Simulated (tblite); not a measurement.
Run record: tight-binding relaxation, `N#CCCC[Se]C#[N+][AlH3-]`.

Computed with GFN2-xTB geometry optimisation, gas phase (tblite 0.8.0). Start geometry: from a force field or distance geometry. The command runs a driver script over a list of jobs; the input below is this job's line of settings and its coordinates in Å.

Command:
```bash
OMP_NUM_THREADS=1 python probes_run.py task.json out
```

Input:
```
{"job": {"kind": "relax", "xc": "GFN2-xTB", "basis": "xTB"}, "charge": 0, "multiplicity": 1}
N     -5.431800     0.337400     0.063700
C     -4.337000     0.101700    -0.172600
C     -2.918000    -0.214800    -0.448100
C     -2.006300     0.573700     0.482600
C     -0.539300     0.253300     0.209800
Se     0.602100     1.259800     1.416600
C      2.164500     0.522300     0.634100
N      3.119800     0.069500     0.162800
Al     4.648500    -0.674200    -0.616500
H     -2.773000    -1.304600    -0.319500
H     -2.714800     0.060900    -1.508000
H     -2.181100     1.654800     0.364600
H     -2.239500     0.293600     1.555000
H     -0.342600    -0.831700     0.338800
H     -0.292900     0.546600    -0.841300
H      5.466400    -1.469800     0.503000
H      5.550900     0.502400    -1.214200
H      4.215400    -1.674500    -1.788900
```

Output:
```
step      E/eV     max force
  0    -688.30458    2.759
  1    -688.55781    1.842
  2    -688.66889    3.039
  3    -688.67571    3.357
  4    -688.75146    1.400
  5    -688.74723    2.023
  6    -688.77616    0.464
  7    -688.78764    0.354
  8    -688.80356    0.559
  9    -688.80856    0.328
... (88 lines left out)
 98    -688.92975    0.083
 99    -688.93018    0.070
100    -688.93065    0.044
101    -688.93103    0.043
102    -688.93127    0.061
103    -688.93140    0.025
104    -688.93146    0.021
105    -688.93151    0.016
106    -688.93155    0.012
107    -688.93158    0.009
```

«max force» is the largest atomic force in eV/Å.

**Question.** From which step on does the largest force stay under 0.1 eV/Å, and how much energy is left to gain from there?

**Answer.** From step 97 (0.091 eV/Å), 3.4 meV above the end.

In short: energy lowered by 14.5 kcal/mol over 107 steps; largest atomic force 0.009 eV/Å at the end.

**Question.** Where do the atoms end?

**Answer.** 0.804 Å rms from the input after alignment:
```
atom  x, y, z in Å
N1    -5.0004   -0.0474   -0.3607
C2    -3.8715   -0.1841   -0.4641
C3    -2.4415   -0.3383   -0.5744
C4    -1.7250    0.5322    0.4670
C5    -0.2241    0.3553    0.3357
Se6    0.7347    1.4801    1.6760
C7     2.3266    0.9224    1.0996
N8     3.3200    0.5145    0.6687
Al9    3.7501   -0.7759   -0.7789
H10   -2.1933   -1.3931   -0.4261
H11   -2.1391   -0.0506   -1.5853
H12   -1.9986    1.5797    0.3122
H13   -2.0531    0.2423    1.4692
H14    0.0832   -0.6756    0.5218
H15    0.1403    0.6653   -0.6456
H16    4.4540   -1.8785    0.0760
H17    4.5645    0.1695   -1.7191
H18    2.2644   -1.1115   -1.2505
```

Hardware: one thread of an Arm Neoverse N1, no GPU (shared host). Cost: 1.7 s wall.
Labels such as C1 count atoms from 1, the log's own numbers from 0.
